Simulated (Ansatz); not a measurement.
`C[SiH2]O[SiH2]F`. Total charge 0; spin multiplicity 1. All single points use the PBE0-D4/def2-TZVP geometry. It is one conformer, not always the lowest.

```xyz
12

C    -0.464   -1.026    1.584
Si   -0.598    0.640    0.777
O     0.528    0.789   -0.417
Si    0.939    0.429   -1.935
F     0.933   -1.157   -2.127
H    -0.631   -1.825    0.857
H     0.525   -1.168    2.026
H    -1.210   -1.126    2.378
H    -0.342    1.731    1.750
H    -1.950    0.827    0.183
H    -0.046    0.981   -2.892
H     2.316    0.904   -2.184
```

(1) What is the dipole moment at r2SCAN/def2-TZVPP? (An estimate is asked.)

(2) And with PBE, B3LYP, ωB97M-V? (Best estimate.)

(3) Give the Mulliken charges with r2SCAN, B3LYP, PBE in def2-TZVPP. (An estimate is asked.)

## Answers

(1) Ansatz gave: 0.87 D, with components (-0.32, 0.23, 0.77) D in this frame, pointing from negative to positive charge.

(2) Ansatz gave: PBE 0.87 D, B3LYP 0.88 D, ωB97M-V 0.86 D.

(3) Ansatz gave: 
| atom | r2SCAN | B3LYP | PBE |
| --- | --- | --- | --- |
| C1 | -0.30 | -0.38 | -0.36 |
| Si2 | 0.48 | 0.47 | 0.39 |
| O3 | -0.42 | -0.39 | -0.31 |
| Si4 | 0.68 | 0.65 | 0.56 |
| F5 | -0.33 | -0.33 | -0.29 |
| H6 | 0.08 | 0.11 | 0.11 |
| H7 | 0.08 | 0.10 | 0.11 |
| H8 | 0.07 | 0.10 | 0.10 |
| H9 | -0.09 | -0.08 | -0.07 |
| H10 | -0.09 | -0.09 | -0.08 |
| H11 | -0.09 | -0.09 | -0.08 |
| H12 | -0.09 | -0.08 | -0.08 |

B3LYP here is the variant with VWN-RPA as its local correlation; programs differ in this.
